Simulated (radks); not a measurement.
Task: All-electron atom: the platinum ion Pt57+ in [Ar] 3d3 (the NIST ground configuration). Calculated with a radial shooting solver on a logarithmic mesh with Libxc functionals: Dirac Kohn-Sham, PBE, spin-unpolarised, spherical densities, finite nucleus; open shells fill j = l - 1/2 first; Fermi nuclear charge, rms radius 5.427 fm.

Spin-orbit splittings of the eigenvalues, e(l+1/2) - e(l-1/2), with zeta = 2 splitting/(2l+1) and mean radii in bohr:

| shell | occ. | splitting (eV) | zeta (eV) | <r> j=l-1/2 | <r> j=l+1/2 |
|---|---|---|---|---|---|
| 2p | 6 | 1750 | 1167 | 0.05868 | 0.06694 |
| 3p | 6 | ? | ? | 0.1666 | 0.1795 |
| 3d | 3 | 99.66 | 39.86 | 0.1544 | 0.1584 |

Estimate the 3p splitting.

Result: 438.1 eV (zeta = 292.1 eV).
